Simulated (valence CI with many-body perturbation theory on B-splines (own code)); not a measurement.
**E1 transitions of Pb**

Computed by valence CI with perturbative core correlation (CI+MBPT): four valence electrons over a frozen Dirac-Fock core [Xe] 4f14 5d10, a basis of 11 s, 11 p, 10 d, 8 f, 5 g, 2 h functions for each j, with the one-electron correlation potential Σ1 (screened to all orders), the two-electron term Σ2, the three-electron term Σ3, Breit, model QED; selected single and double excitations, second order for the rest, scaled by the run's own slope (own B-spline code, finite nucleus).

Set against measurement, 21 paired levels are off by 188 cm⁻¹ on average, the worst by 486. These come from a selection out of the NIST Handbook of Basic Atomic Spectroscopic Data. Levels without a partner in it may be off by more. Among the levels kept, up to 270 cm⁻¹ of a level comes from second order outside the variational space, and about a tenth of that is noise between levels of different J, which matters for small intervals.

Lines 201 to 250 of 341 in falling wavelength, among levels below 57141 cm⁻¹, chosen from the strongest by gf and those to the six lowest levels. Wavelengths and rates use the calculated energies, so an error of 200 cm⁻¹ moves a line at 10450 Å by 2.1 % and its rate by three times that or more. Electric multipoles are in the length gauge, E1 and E2 with the static RPA response of the core. Weak lines are less certain than strong ones. Lines between different terms over intervals too small for the method are left out, as are lines whose strength nearly cancels and 4 of this kind that miss the measured wavelength by over 7 %. Where a level lies close to another of its J and parity, the split of strength between their lines is uncertain. The highest levels of a list are the least certain. Branching is blank where the lifetime is uncertain.

Levels are named by their leading jj configuration (3d3/2^4 stands for four electrons in 3d with j = 3/2), which in mixed levels can hold well under half, so a name can repeat and another be missing.

```
λ vac (Å)  λ from measured levels                    Upper                   Lower   A (s⁻¹)  log gf  Branch %
    10450                   10440   (6s^2 6p1/2 7d3/2) J=1  (6s^2 6p1/2 7p1/2) J=1  1.03e+06   -1.30       0.8
    10180                           (6s^2 6p1/2 6f7/2) J=3  (6s^2 6p1/2 6d3/2) J=2  6.44e+05   -1.15       7.8
    10170                           (6s^2 6p1/2 6f5/2) J=3  (6s^2 6p1/2 6d3/2) J=2  6.04e+06   -0.18      66.9
    10160                           (6s^2 6p1/2 6f5/2) J=2  (6s^2 6p1/2 6d3/2) J=2  8.12e+05   -1.20       9.5
    10010                           (6s^2 6p1/2 8d3/2) J=2  (6s^2 6p1/2 7p3/2) J=2  9.18e+05   -1.16      10.4
     9945                           (6s^2 6p1/2 8d5/2) J=2  (6s^2 6p1/2 7p3/2) J=2  1.49e+05   -1.96       0.6
     9875                           (6s^2 6p1/2 8d5/2) J=3  (6s^2 6p1/2 7p3/2) J=2  3.93e+06   -0.40      16.5
     9799                           (6s^2 6p1/2 8d5/2) J=2  (6s^2 6p1/2 7p3/2) J=1  3.77e+06   -0.57      16.4
     9794                           (6s^2 6p1/2 7f7/2) J=3  (6s^2 6p1/2 6d5/2) J=3  1.54e+05   -1.81       3.5
     9792                           (6s^2 6p1/2 7f7/2) J=4  (6s^2 6p1/2 6d5/2) J=3  2.49e+06   -0.49      57.6
     9784                           (6s^2 6p1/2 7f5/2) J=3  (6s^2 6p1/2 6d5/2) J=3  1.05e+05   -1.98       2.2
     9725                           (6s^2 6p1/2 8d3/2) J=1  (6s^2 6p1/2 7p3/2) J=1  5.47e+05   -1.63       1.0
     9627                              (6s^2 6p1/2 9s) J=0  (6s^2 6p1/2 7p1/2) J=1  1.73e+06   -1.62       8.3
     9588                              (6s^2 6p1/2 9s) J=1  (6s^2 6p1/2 7p1/2) J=1  1.24e+06   -1.29       4.1
     9582                           (6s^2 6p1/2 7f5/2) J=2  (6s^2 6p1/2 6d3/2) J=1  2.21e+06   -0.82      47.0
     9531                           (6s^2 6p1/2 7f7/2) J=3  (6s^2 6p1/2 6d5/2) J=2  2.21e+06   -0.68      50.3
     9521                           (6s^2 6p1/2 7f5/2) J=3  (6s^2 6p1/2 6d5/2) J=2  3.25e+05   -1.51       6.8
     9487                           (6s^2 6p1/2 8d3/2) J=1  (6s^2 6p1/2 7p1/2) J=0  2.22e+06   -1.05       4.3
     9314                             (6s^2 6p1/2 10s) J=1  (6s^2 6p1/2 7p3/2) J=2  6.82e+05   -1.57       5.0
     9203                             (6s^2 6p1/2 10s) J=0  (6s^2 6p1/2 7p3/2) J=1  8.66e+05   -1.96       8.3
     9029                          (6s^2 6p1/2 11p3/2) J=1  (6s^2 6p1/2 6d3/2) J=1  5.23e+05   -1.72       8.8
     9008                           (6s^2 6p1/2 7f7/2) J=3  (6s^2 6p1/2 6d3/2) J=2  2.58e+05   -1.66       5.9
     8999                           (6s^2 6p1/2 7f5/2) J=3  (6s^2 6p1/2 6d3/2) J=2  2.66e+06   -0.65      55.8
     8991                           (6s^2 6p1/2 7f5/2) J=2  (6s^2 6p1/2 6d3/2) J=2  3.62e+05   -1.66       7.7
     8654                           (6s^2 6p1/2 9d3/2) J=2  (6s^2 6p1/2 7p3/2) J=2  4.92e+05   -1.56       9.7
     8606                           (6s^2 6p1/2 9d5/2) J=3  (6s^2 6p1/2 7p3/2) J=2  2.05e+06   -0.80      18.0
     8543                           (6s^2 6p1/2 9d3/2) J=2  (6s^2 6p1/2 7p3/2) J=1  1.94e+05   -1.97       3.8
     8524                           (6s^2 6p1/2 9d5/2) J=2  (6s^2 6p1/2 7p3/2) J=1  1.71e+06   -1.03      17.5
     8391                           (6s^2 6p1/2 8d3/2) J=2  (6s^2 6p1/2 7p1/2) J=1  3.08e+06   -0.79      34.9
     8349                             (6s^2 6p1/2 11s) J=1  (6s^2 6p1/2 7p3/2) J=2  3.84e+05   -1.92       5.6
     8347                           (6s^2 6p1/2 8d5/2) J=2  (6s^2 6p1/2 7p1/2) J=1  2.46e+05   -1.89       1.1
     8316                           (6s^2 6p1/2 9d3/2) J=1  (6s^2 6p1/2 7p1/2) J=0  1.25e+06   -1.41       4.6
     8294                           (6s^2 6p1/2 8d3/2) J=1  (6s^2 6p1/2 7p1/2) J=1  8.28e+05   -1.59       1.6
     7898                             (6s^2 6p1/2 10s) J=1  (6s^2 6p1/2 7p1/2) J=1  6.26e+05   -1.76       4.6
     7477                    7231      (6s^2 6p1/2 7s) J=1      (6s^2 6p3/2^2) J=2  6.71e+05   -1.77       0.4
     7418                           (6s^2 6p1/2 9d3/2) J=2  (6s^2 6p1/2 7p1/2) J=1  1.30e+06   -1.27      25.6
     7404                           (6s^2 6p1/2 9d5/2) J=2  (6s^2 6p1/2 7p1/2) J=1  3.28e+05   -1.87       3.4
     7385                           (6s^2 6p1/2 9d3/2) J=1  (6s^2 6p1/2 7p1/2) J=1  4.56e+05   -1.95       1.7
     6265                           (6s^2 6p1/2 8p1/2) J=1     (6s^2 6p1/2 7s) J=0  1.24e+05   -2.66       3.0
     6208                           (6s^2 6p1/2 8p1/2) J=0     (6s^2 6p1/2 7s) J=1  2.32e+06   -1.87      33.1
     6163                           (6s^2 6p1/2 8p3/2) J=1     (6s^2 6p1/2 7s) J=1  1.09e+06   -1.73      13.1
     6147                           (6s^2 6p1/2 8p3/2) J=2     (6s^2 6p1/2 7s) J=1  3.44e+06   -1.01      41.8
     6132                    6024   (6s^2 6p1/2 6d3/2) J=1      (6s^2 6p3/2^2) J=0  9.47e+03   -3.80       0.0
     6034                           (6s^2 6p1/2 8p3/2) J=1     (6s^2 6p1/2 7s) J=0  2.51e+06   -1.39      30.2
     5344                    5203      (6s^2 6p1/2 8s) J=1      (6s^2 6p3/2^2) J=0  6.76e+05   -2.06       1.2
     5181                           (6s^2 6p1/2 9p3/2) J=2     (6s^2 6p1/2 7s) J=1  1.19e+06   -1.62      33.2
     5168                           (6s^2 6p1/2 9p1/2) J=1     (6s^2 6p1/2 7s) J=0  1.53e+04   -3.74       1.0
     5095                           (6s^2 6p1/2 9p3/2) J=1     (6s^2 6p1/2 7s) J=0  8.72e+05   -1.99      25.5
     5013                    5007      (6s^2 6p3/2 7s) J=1      (6s^2 6p3/2^2) J=0  1.14e+07   -0.89       5.5
     4746                          (6s^2 6p1/2 10p1/2) J=1     (6s^2 6p1/2 7s) J=0  2.74e+03   -4.56
```

(1) How does gf follow from A for the line at 9945 Å?

Answers

(1) gf = 1.4992 × (2J+1)_upper × A / σ², with σ = 10055 cm⁻¹ and 2J+1 = 5: gf = 0.0110.
